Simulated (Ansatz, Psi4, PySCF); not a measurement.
C6H6, charge +1, doublet, geometry from GFN2-xTB (a state made from the parent by changing its charge; the spin is typed, not shown lowest). Base run: PySCF with B3LYP/6-31G*.

The PySCF input:
```python
from pyscf import gto, scf, dft

mol = gto.Mole()
mol.atom = '''
    C    -0.016885    1.369474    0.009616
    C     1.193800    0.671316    0.003901
    C     1.234065   -0.712303    0.094094
    C     0.016885   -1.369474   -0.009616
    C    -1.193800   -0.671316   -0.003901
    C    -1.234065    0.712303   -0.094094
    H    -0.019544    2.441901    0.180806
    H     2.124303    1.207789   -0.156633
    H     2.168263   -1.251091    0.100122
    H     0.019544   -2.441901   -0.180806
    H    -2.124303   -1.207789    0.156633
    H    -2.168263    1.251091   -0.100122
'''
mol.basis = '6-31g*'
mol.charge = 1
mol.spin = 1
mol.verbose = 4
mol.build()

mf = dft.UKS(mol)
mf.xc = 'b3lyp'
mf.kernel()
```

The same geometry, method and basis name were run in Ansatz (a quantum-chemistry and plane-wave program) and Psi4 and PySCF, at each program's defaults and at the settings that a row names. The base is PySCF at its defaults. Differences at the defaults can come from grids, fitting, cores and function types together.

```json
[
 {"code and settings": "PySCF, defaults (exact integrals, its default grid, spherical functions)", "ΔE vs base (mEh)": "0.000", "basis functions": "96", "E (Eh)": "-231.91066", "SCF cycles": "10"},
 {"code and settings": "Psi4, defaults (density fitting with its default set, its default grid, Cartesian functions)", "ΔE vs base (mEh)": "-4.783", "basis functions": "102", "E (Eh)": "-231.91544", "SCF cycles": "8"},
 {"code and settings": "Ansatz, defaults (factorised integrals, its default grid, Cartesian functions)", "ΔE vs base (mEh)": "-4.797", "basis functions": "102", "E (Eh)": "-231.91545", "SCF cycles": "-"},
 {"code and settings": "PySCF, density fitting with def2-universal-jkfit", "ΔE vs base (mEh)": "-0.074", "basis functions": "96", "E (Eh)": "-231.91073", "SCF cycles": "10"},
 {"code and settings": "PySCF, fine grid", "ΔE vs base (mEh)": "0.009", "basis functions": "96", "E (Eh)": "-231.91065", "SCF cycles": "10"},
 {"code and settings": "Psi4, exact integrals, spherical functions, fine grid", "ΔE vs base (mEh)": "0.009", "basis functions": "96", "E (Eh)": "-231.91065", "SCF cycles": "11"},
 {"code and settings": "Ansatz, high accuracy, Cartesian functions as the basis file defines them", "ΔE vs base (mEh)": "-4.794", "basis functions": "102", "E (Eh)": "-231.91545", "SCF cycles": "-"}
]
```

Open shells are given as the SCF converged; they aren't shown to be the lowest states, and a large step between rows can be another state.
